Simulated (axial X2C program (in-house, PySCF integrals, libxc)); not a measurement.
Spectroscopic constants of GeP⁻

Calculated with an in-house all-electron X2C program for linear molecules (integrals from PySCF). Spin-free means the one-electron spin-free X2C Hamiltonian; two-component (2c) means X2C with spin–orbit coupling and atomic mean-field two-electron Coulomb and Gaunt terms, so the difference of the two also holds small scalar two-electron terms. Basis: Ge dyall-acv3z [10s10p8d5f1g], P dyall-av3z [9s8p3d2f] (cores contracted in-house); Gaussian nuclei, density fitting, unrestricted open shells. Masses: Ge 73.921 u, P 30.974 u.

Input:
```json
{"zs": [32, 15], "q": -1, "bas": ["dyall-acv3z", "dyall-av3z"], "levels": ["PBE0", "HF", "PBEsol"], "cc": true, "r0": 2.13, "thr": -1.0, "nmax": 90, "npts": 10, "nst": 2, "ntry": 6}
```
```bash
python so2c.py task.json out
```

Keys: zs atomic numbers; q charge; bas basis sets; levels methods; cc coupled cluster on or off; r0 starting distance in Å; thr threshold in hartree for freezing inner shells (an s shell follows its p shell); nmax most natural virtual spinors; npts points on the curve; nst determinants followed; ntry starts of the search. HF also brings MP2.

State, spin-free: M_S = 0, Λ = 0 (closed shell); electrons by block: σα: 12, σβ: 12, π+α: 5, π+β: 5, π-α: 5, π-β: 5, δ+α: 1, δ+β: 1, δ-α: 1, δ-β: 1. Fragments: Ge- + P.

State, 2c: Ω = 0 (closed shell); electrons by block: 1/2: 17, -1/2: 17, 3/2: 6, -3/2: 6, 5/2: 1, -5/2: 1. Fragments: Ge- + P.

```
Hamiltonian    level  Re (Å)  ωe (cm⁻¹)  ωexe (cm⁻¹)  αe (cm⁻¹)  De (eV)  D0 (eV)  k (mdyn/Å)  μ (D)
  spin-free       HF   2.047      592.0         1.25   0.000596     1.79     1.76        4.51  -3.26
  spin-free      MP2   2.111      494.1         1.84   0.000812     4.74     4.71        3.14    n/a
  spin-free     CCSD   2.086      536.6         1.41   0.000676     4.27     4.24         3.7    n/a
  spin-free  CCSD(T)   2.104      510.4         1.57   0.000735     4.62     4.58        3.35    n/a
         2c     PBE0   2.067      546.5         1.37   0.000672     4.64     4.60        3.84  -2.95
         2c   PBEsol   2.082      520.8         1.43   0.000714     5.27     5.23        3.49  -2.80
```

Spin-free values that have a 2c row agree with it to the digits that matter (0.001 Å, 0.01 eV) and are not repeated.

Correlated methods: 10 electrons correlated (number of frozen shells: Ge 3 s, 2 p, 1 d; P 2 s, 1 p), 268 virtual spin orbitals or spinors in MP2, 88 natural virtuals in coupled cluster.

Dipoles are positive if P is the positive end and refer to the centre of mass.

The state is a single determinant with fixed occupations, the lowest that a limited PBE0 search found. The closed shell is kept restricted, so the energy runs too high when the bond is stretched far. De is counted from the lowest determinant-based energies of the atoms at the same level, without counterpoise correction. CCSD and (T) use frozen natural virtuals with an MP2 correction for the truncation; (T) itself is uncorrected, so its De runs slightly low. Without a current term, density functionals place determinants with orbital angular momentum somewhat too high. The highest occupied level of some functionals is positive through self-interaction error; at Hartree–Fock it is bound. With the outer-core shells frozen, correlated bond lengths of heavy atoms tend to come out a few hundredths of an ångström too long. Hartree–Fock gets electron affinities wrong, so its lowest charge split need not be the true one.

No reliable constants came from CCSD (2c), CCSD(T) (2c), HF (2c), MP2 (2c): no minimum in range, unconverged points, a curve that is not smooth, a change of character along it, or the two Hamiltonians disagreeing along it.

Rough cost a point (2c) on 1 thread(s) of a shared host, integrals apart: PBE0 0.9 s, PBEsol 0.6 s.

The whole task took 2.7 min on 1 thread of Arm Neoverse V1, on a shared host.
